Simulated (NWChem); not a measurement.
CsBr; SMILES [Cs][Br]

```xyz
2

Cs     0.0000     0.0000    -1.2053
Br     0.0000     0.0000     1.8941
```
Atoms are numbered in this order, from 1.

Program: NWChem. The geometry was optimised at PBE0-D3(BJ)/def2-TZVP. def2 effective core potentials on Cs; no spin-orbit coupling.

Task: Order these by “dipole (D)”, lowest first: PBE0/def2-QZVP; PBE0/def2-SVP; PBE0/def2-SVPD.

Result: PBE0/def2-SVP (10.66), PBE0/def2-QZVP (10.85), PBE0/def2-SVPD (11.18)
